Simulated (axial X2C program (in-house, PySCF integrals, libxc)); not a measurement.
**Low determinants of CuH⁺ at the PBE0 level, two-component**

All values were computed with an in-house relativistic program for diatomic molecules. Two-component (2c) means X2C with spin–orbit coupling and atomic mean-field two-electron Coulomb and Gaunt terms. Basis: Cu dyall-cv3z [9s9p6d3f2g], H dyall-v3z [6s2p1d] (cores contracted in-house); Gaussian nuclei, density fitting, unrestricted open shells. Masses: Cu 62.930 u, H 1.008 u.

Search at 1.440 Å (vertical energies from the lowest determinant):

| ΔE (eV) | state | electrons beyond evenly filled partner blocks | electrons in ±ω = 1/2, 3/2, 5/2, 7/2 |
| --- | --- | --- | --- |
| 0.00 | Ω = 1/2 | ω = 1/2 | 19 8 2 0 |
| 1.52 | Ω = 3/2 | ω = 3/2 | 20 7 2 0 |
| 1.58 | Ω = 5/2 | ω = 5/2 | 20 8 1 0 |

Lowest determinant, Ω = 1/2 (⟨Sz⟩ = 0.50, ⟨Lz⟩ = 0.00 at PBE0): Re = 1.466 Å, ωe = 1899.0 cm⁻¹.

The determinant in row 2 of the search, Ω = 3/2 (⟨Sz⟩ = 0.47, ⟨Lz⟩ = 1.03 at PBE0), was followed along the bond at PBE0; measured from the minimum of the lowest determinant it gives:

Te = 1.435 eV (11578 cm⁻¹), Re = 1.549 Å, ωe = 1910.5 cm⁻¹.

Task: Compare the bond of the determinant in row 2 with that of the lowest one.

Result: At PBE0 its Re is 0.083 Å longer and its force constant, which goes as ωe², is 1.01 times that of the lowest determinant. T0 ≈ Te + Δωe/2 = 11578 + (6) = 11584 cm⁻¹.

The search compares states at one distance, so a state with another bond length can lie lower; it is not exhaustive and yields mostly the lowest determinant of each block pattern, so other components and higher states of one pattern are missing. A followed state lies above the atoms to which the lowest one dissociates. These are energies of single determinants, not of spin-adapted states; PBE0 term energies can be off by some tenths of an eV, and the functional has no current term.
